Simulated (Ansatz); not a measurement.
The lowest singlet and triplet of C4H4 (SMILES C1=CC=C1); geometries from B3LYP-D3(BJ)/def2-TZVP, each state relaxed from the structure named, with no frequency check.
Singlet at the triplet's geometry (charge 0, multiplicity 1):
```xyz
8

C      0.9918    -0.2225     0.0107
C      0.2204     0.9874     0.0992
C     -0.9918     0.2225    -0.0107
C     -0.2204    -0.9874    -0.0992
H      2.0437    -0.4584     0.0221
H      0.4541     2.0346     0.2044
H     -2.0437     0.4584    -0.0221
H     -0.4541    -2.0346    -0.2044
```

```csv
level,"gap E(singlet) − E(triplet), vertical, at the triplet's geometry (kcal/mol)",cost
R-HF/cc-pVTZ,36.66,-
R-SVWN5/def2-TZVPP,14.83,×0.7
U-PBE/def2-TZVPP (spin-contaminated),-1.67,×3
R-r2SCAN/def2-TZVPP,27.12,×1
R-B3LYP/def2-TZVPP,20.14,×1
U-B3LYP/def2-TZVPP (spin-contaminated),-3.56,×2
R-BHLYP/def2-TZVPP,24.81,×1
U-BHLYP/def2-TZVPP (spin-contaminated),-7.94,×4
R-wB97X-V/def2-TZVPP,18.60,×2
U-wB97X-V/def2-TZVPP (spin-contaminated),-5.29,×7
R-wB97M-V/def2-TZVPP,16.60,×3
U-wB97M-V/def2-TZVPP (spin-contaminated),-3.75,×8
R-B2PLYP/def2-TZVPP,16.41,×2
U-B2PLYP/def2-TZVPP (spin-contaminated),-1.60,×4
R-SCS-MP2/cc-pVDZ,10.70,-
R-SCS-MP2/cc-pVTZ,9.87,-
R-CCSD(T)/cc-pVDZ,4.31,×1
"SC-NEVPT2 on SA-CASSCF(4,4)/cc-pVDZ",-1.30,-
"FIC-NEVPT4(SD) on SA-CASSCF(4,4)/cc-pVTZ",-4.86,-
"FIC-MRCISD+Q on SA-CASSCF(4,4)/cc-pVTZ",-5.58,-
```

The rows run from -7.94 (U-BHLYP/def2-TZVPP (spin-contaminated)) to 36.66 kcal/mol (R-HF/cc-pVTZ). The 7 R-functionals in def2-TZVPP without D3 or D4 span 12.29, from R-SVWN5 to R-r2SCAN.

A positive gap puts the triplet lower; no zero-point energy. R- takes a restricted singlet. U- takes an unrestricted singlet (broken symmetry where lower, unprojected). The triplet is unrestricted in single-reference levels. Active spaces average the two states.

Frozen-core correlation.

Doubts at one or more of the structures used: a restricted determinant that unrestricted orbitals would lower (R-HF/cc-pVTZ, R-SVWN5/def2-TZVPP, R-r2SCAN/def2-TZVPP, R-B3LYP/def2-TZVPP, R-BHLYP/def2-TZVPP, R-wB97X-V/def2-TZVPP, R-wB97M-V/def2-TZVPP, R-B2PLYP/def2-TZVPP, R-SCS-MP2/cc-pVDZ, R-SCS-MP2/cc-pVTZ, R-CCSD(T)/cc-pVDZ).

Programs: Ansatz (a program for electronic structure). Values without a source in brackets are computed.

Costs are rough ratios of core time to R-PBE/def2-TZVPP (about 14 s over the structures, on one shared machine); a dash marks a level with no comparable run of its own.
